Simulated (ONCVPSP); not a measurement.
# Building the ONCV potential for nickel (Wu-Cohen, scalar-relativistic).

| Item | Value |
| --- | --- |
| Element | Ni |
| Generator | ONCVPSP 4.0.1 |
| Type | optimised norm-conserving Vanderbilt (ONCV) |
| Functional | Wu-Cohen |
| Relativity | scalar-relativistic |
| Frozen core | [Ar] |
| Valence charge | 10 |
| Reference configuration | 3d8 (charge +2) |
| Partial waves | s scattering state at 0.13 Ha: rc 1.25 bohr, ncon 4, nbas 8, qcut 6.3 1/bohr, 2 projectors, debl 0.5 Ha; p scattering state at 0.08 Ha: rc 1.10 bohr, ncon 3, nbas 7, qcut 7.4 1/bohr, 3 projectors, debl 3 Ha; 3d: rc 1.20 bohr, ncon 5, nbas 10, qcut 11.2 1/bohr, 2 projectors, debl 1.9 Ha |
| Local potential | polynomial inside 0.70 bohr (lpopt 4, dvloc0 0 Ha) |
| Core correction | Teter function, fcfact 2.75, rcfact 1.6 |

All-electron outer shells of the reference configuration (Wu-Cohen, scalar-relativistic, ld1.x):

```json
{"shell": "3d", "level (eV)": "-28.37", "outermost node (bohr)": "–", "outermost maximum (bohr)": "0.63"}
```

(1) Does this generation succeed?

Answers

(1) No. ONCVPSP 4.0.1 stopped with "optimize: ERROR ps0norm > uunorm, code will stop": the continuity conditions at rc already need more norm inside rc than the all-electron wave has, so norm conservation cannot be met. It happened in the s channel.
